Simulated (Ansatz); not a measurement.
CH₅AlBF, SMILES `C[BH][AlH][F]`. The species carries charge 0 and has multiplicity 1. The geometry is a stationary point of PBE0-D4/def2-TZVP. It is one conformer, not always the lowest.

```xyz
9

C     0.336    0.112    1.410
B     0.013   -0.647    0.092
Al   -0.595    0.245   -1.747
F     0.593    0.825   -2.752
H     1.433    0.235    1.335
H    -0.073    1.117    1.526
H     0.175   -0.467    2.323
H     0.192   -1.838    0.112
H    -2.075    0.419   -2.299
```

Problem. What is the dipole moment at B3LYP/def2-TZVPP? (Best estimate.)

Solution. Computed: 2.17 D, with components (-0.40, -0.50, 2.07) D in this frame, pointing from negative to positive charge.

Problem. And with PBE, r2SCAN, ωB97M-V? (An estimate is asked.)

Solution. The calculation gave: PBE 2.18 D, r2SCAN 2.16 D, ωB97M-V 2.13 D.

Problem. Give the Mulliken charges with B3LYP, ωB97M-V, PBE in def2-TZVPP. (Estimate.)

Solution. Ansatz gave: 
```csv
atom,B3LYP,ωB97M-V,PBE
C1,-0.29,-0.33,-0.30
B2,-0.06,-0.17,-0.06
Al3,0.53,0.55,0.47
F4,-0.37,-0.36,-0.33
H5,0.09,0.12,0.11
H6,0.10,0.11,0.10
H7,0.11,0.12,0.11
H8,0.03,0.08,0.02
H9,-0.15,-0.12,-0.12
```

B3LYP here is the variant with VWN-RPA as its local correlation; programs differ in this.
